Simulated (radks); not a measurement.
Ag+, 46 electrons, occupied as [Kr] 4d10.

Method: scalar-relativistic Kohn-Sham, LDA (Slater exchange, Perdew-Wang correlation), spin-polarised, spherical densities, finite nucleus; Fermi nuclear charge, rms radius 4.5454 fm; computed with a radial shooting solver on a logarithmic mesh with Libxc functionals.

Energy parts (eV):
| part | energy |
|---|---|
| total | -144512.264 |
| kinetic | 150084.906 |
| electron-nucleus | -349063.314 |
| Hartree | 58383.012 |
| exchange-correlation | -3916.867 |

Orbitals (lengths in bohr, moments of r in powers of bohr; <r^-3> diverges for s and p1/2):
| orbital | occ. | eigenvalue (eV) | <r> | <r^-3> |
|---|---|---|---|---|
| 1s | 2 | -25305.98 | 0.03114 | - |
| 2s | 2 | -3733.833 | 0.1351 | - |
| 2p | 6 | -3352.335 | 0.1177 | 3774 |
| 3s | 2 | -690.7249 | 0.3692 | - |
| 3p | 6 | -565.3947 | 0.3681 | 674.3 |
| 3d | 10 | -367.0651 | 0.3461 | 92.19 |
| 4s | 2 | -103.3612 | 0.9117 | - |
| 4p | 6 | -66.9864 | 1.001 | 112.4 |
| 4d | 10 | -15.9199 | 1.389 | 8.624 |

The highest occupied level is 4d at -15.920 eV. The electron density at the nucleus is 1.487e+05 e/bohr^3 (large components only). The density falls to 0.001 e/bohr^3 at r = 3.59 bohr. For comparison, the ionisation energy in NIST's Atomic Spectra Database is 21.484 eV (measured). In exact Kohn-Sham theory the highest level is minus the ionisation energy, but local and semilocal functionals leave it too shallow, through self-interaction and a potential that decays too fast; potentials with the right tail come closer. Summed over all electrons, <r^2> = 35.27 bohr^2, which gives a Langevin (diamagnetic) susceptibility term of -27.9 x 10^-6 cm^3/mol.
